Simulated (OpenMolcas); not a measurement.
How methods differ on SiCNF2 (SMILES N#C[Si](F)F)

The species is SiCNF2 (5 atoms), meant as a doublet with charge 0. As SMILES, `N#C[Si](F)F`. The coordinates come from a PBE0-D4/def2-TZVP relaxation.

Quantity: the vertical energy of the quartet above the doublet, in eV. The values are calculated.

```csv
level,kind,program,value (eV),CPU time (all runs)
USVWN5/aug-cc-pVDZ,LDA,OpenMolcas,6.32,3 min
U-revPBE/aug-cc-pVDZ,GGA,OpenMolcas,5.99,4.3 min
UBLYP/aug-cc-pVDZ,GGA,OpenMolcas,6.11,3.7 min
UPBE/aug-cc-pVDZ,GGA,OpenMolcas,6.04,4.5 min
U-r2SCAN/aug-cc-pVDZ,meta-GGA,OpenMolcas,5.79,6.3 min
UM06-L/aug-cc-pVDZ,meta-GGA,OpenMolcas,6.45,6.5 min
UTPSS/aug-cc-pVDZ,meta-GGA,OpenMolcas,5.88,5.7 min
UPBE0/aug-cc-pVDZ,global hybrid,OpenMolcas,5.84,5 min
```

The values span 5.79 to 6.45 eV. UM06-L/aug-cc-pVDZ lies far from functionals of the same kind, perhaps in another electronic state. The upper state's dipole differs much between rows, so they may not all be the same state. CPU times are rough (shared hosts, several kinds of processor and program).
